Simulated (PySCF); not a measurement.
## Spin–spin coupling constants

Cartesian coordinates in Å; atom numbers follow the order of the lines, from 1:
```xyz
14

O     1.920    0.975    0.661
C     1.520    0.184   -0.442
C     0.105   -0.289   -0.302
C    -0.472   -1.463   -0.681
O    -1.784   -1.470   -0.381
C    -2.048   -0.291    0.208
F    -3.303   -0.088    0.595
C    -0.936    0.494    0.293
O    -0.822    1.727    0.828
H     1.969    0.418    1.446
H     1.611    0.842   -1.314
H     2.192   -0.671   -0.586
H    -0.074   -2.331   -1.165
H     0.121    1.963    0.818
```

Couplings: B3LYP/pcJ-1 (spin–dipole term only in couplings to heteroatoms) in PySCF, geometry GFN2-xTB; gas phase, one conformer, non-relativistic. Couplings are averaged over pairs made equivalent by symmetry, fast rotation or ring inversion, so a value needn't be that of the named pair in this geometry, while other rotamers aren't included; one pair stands for each set, and the list holds those of at least 1.5 Hz over up to four bonds, among pairs with at least one F or H atom (others weren't computed). One-bond C–F couplings come out tens of Hz too large with common functionals.

Isotopes: 13C, 19F, 1H, 17O. Couplings to quadrupolar nuclei such as 17O and 33S are rarely resolved in practice.

```
    pair  bonds  J (Hz)
 O1, H10      1   -73.6
 C2, H11      1   149.8
 C4, H13      1       ?
  C6, F7      1  -348.2
 O9, H14      1       ?
 O1, H11      2    -8.7
 C2, H10      2    -2.9
 C3, H11      2       ?
 C3, H13      2    11.3
  O5, F7      2       ?
 O5, H13      2       ?
  F7, C8      2     4.7
 C8, H14      2    -3.6
H11, H12      2   -14.8
  C3, F7      3    -4.0
 C3, H14      3       ?
 C4, H11      3     4.0
 C6, H13      3     8.4
 C6, H14      3    11.3
 C8, H11      3     3.8
 C8, H13      3     5.4
H10, H11      3    10.1
 F7, H13      4       ?
```

Estimate the withheld couplings, with signs.

## Answers


- 1J(C4,H13) = 212.9 Hz (bond length 1.071 Å, sp2 carbon)
- 1J(O9,H14) = -82.4 Hz (bond length 0.972 Å)
- 2J(C3,H11) = -3.4 Hz (mean over equivalent pairs that range from -5.3 to -1.5 Hz in this conformer)
- 2J(O5,F7) = -9.9 Hz (angle at C6 117°)
- 2J(O5,H13) = -21.0 Hz (angle at C4 117°)
- 3J(C3,H14) = 3.9 Hz (dihedral angle 5°)
- 4J(F7,H13) = -2.2 Hz
